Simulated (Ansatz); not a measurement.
Ansatz (a first-principles code) input (PBE0/6-31G* with LANL2DZ past Ar): The .json file joins the Basis Set Exchange's 6-31G* for atoms up to Ar and LANL2DZ past it.

Ansatz 0.2 input:
```yaml
crystal:
  periodic: [false, false, false]
  atoms:
    - {symbol: Ga, position_ang: [0.18546200, 0.18053700, 0.23164000]}
    - {symbol: O, position_ang: [0.73810100, -0.14044200, -1.46414500]}
    - {symbol: H, position_ang: [1.59968300, 0.23476100, -1.67558300]}
    - {symbol: O, position_ang: [-1.43790800, -0.54078400, 0.59009200]}
    - {symbol: H, position_ang: [-1.75054200, -0.38161400, 1.48716100]}
basis:
  gaussian:
    orbitals: 6-31Gs+LANL2DZ.json
hamiltonian:
  xc: {name: PBE0}
magnetization: {spin_polarized: true, initial_magnetization: 1}
output: {forces: true}
```

Output:

```
Functional definition: PBE0
integrals: 0.01 GiB planned
439 factors; integrals over basis functions are off by at most 5.6e-4 eV
mean field: 0.13 GiB planned
mean field evaluation 1: about -4168.7553 eV, gradient 5.1e1 eV
mean field evaluation 2: about -4134.0344 eV, gradient 1.0e2 eV
mean field evaluation 4: about -4178.4339 eV, gradient 1.2e0 eV
mean field evaluation 8: about -4178.4510 eV, gradient 1.3e-2 eV
mean field evaluation 16: about -4178.4510 eV, gradient 2.3e-5 eV
mean field -4178.45097263 eV, -153.5552409884 hartree, gradient 2.3e-5 eV, S^2 0.753795; 0 other end points of the search recorded, 0 dependent functions left out
the calculation of the forces begins
reference -4178.45100086 eV, -153.5552420259 hartree; 11, 10 occupied and 31, 32 virtual orbitals, 439 factors
Total energy: -4178.45100086 eV, -153.5552420259 hartree
Atom 0 at     0.185462     0.180537     0.231640 Å, force    -0.525386    -0.511436    -0.656202 eV/Å
Atom 1 at     0.738101    -0.140442    -1.464145 Å, force    -0.331468     0.124359     0.827774 eV/Å
Atom 2 at     1.599683     0.234761    -1.675583 Å, force     0.080149     0.036791    -0.014425 eV/Å
Atom 3 at    -1.437908    -0.540784     0.590092 Å, force     0.801006     0.332711    -0.241326 eV/Å
Atom 4 at    -1.750542    -0.381614     1.487161 Å, force    -0.024300     0.017574     0.084179 eV/Å
Dipole moment:     0.387235     0.376953     0.483652 e Å
```

The geometry given is a B3LYP-D3(BJ)/def2-TZVP minimum.
